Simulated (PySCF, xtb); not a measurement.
pyridine-4-carbonitrile (C₆H₄N₂), SMILES N#Cc1ccncc1.

GFN2-xTB (xtb 6.7.1) at its own geometry gives an orbital gap of 2.46 eV and a dipole moment of 1.75 D.

The structure is a stationary point at TPSSh-D3(BJ)/def2-SVP.

Task: What does PBE/def2-TZVP (PySCF) give? (The exact figures need the calculation; the answer reports its results.)

Result: gap 3.42 eV (levels -6.55 and -3.13 eV), dipole 2.07 D.
